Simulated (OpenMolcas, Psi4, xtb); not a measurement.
**C2H5BClF (SMILES BC(F)CCl): methods side by side**

The species is C2H5BClF (10 atoms), meant as a singlet with charge 0. SMILES: `BC(F)CCl`. Geometry: relaxed at PBE0-D4/def2-TZVP. This is one conformer, not always the lowest.

```tsv
atom	x (Å)	y (Å)	z (Å)
B	-1.3092	-0.7117	-0.2812
C	0.1789	-0.4968	0.1265
F	0.5203	-1.0803	1.3360
C	0.6553	0.9349	0.1000
Cl	2.4287	1.0678	0.2063
H	-2.0103	-1.4508	0.3369
H	-1.7074	-0.1723	-1.2706
H	0.7285	-1.0462	-0.6651
H	0.2485	1.4918	0.9437
H	0.3498	1.4128	-0.8297
```

Each level gives the dipole moment (D). The values are calculated.

| level | kind | program | value (D) | CPU time |
| --- | --- | --- | --- | --- |
| GFN2-xTB | semi-empirical | xtb | 3.07 | under 2 s |
| GFN1-xTB | semi-empirical | xtb | 2.96 | under 2 s |
| HF/def2-SVP | Hartree–Fock | OpenMolcas | 3.02 | 15 s |
| SVWN5/def2-SVP | LDA | OpenMolcas | 2.20 | 39 s |
| PBE/def2-SVP | GGA | OpenMolcas | 2.19 | 51 s |
| r2SCAN/def2-SVP | meta-GGA | OpenMolcas | 2.48 | 53 s |
| BHLYP/def2-SVP | global hybrid | OpenMolcas | 2.67 | 45 s |
| wB97X-V/def2-SVP | range-separated hybrid | Psi4 | 2.54 | 1.9 min |

The values span 2.19 to 3.07 D. Magnitudes only. Times are those of the runs behind each value, whatever else they computed, on shared processors of several kinds: orders of magnitude only.
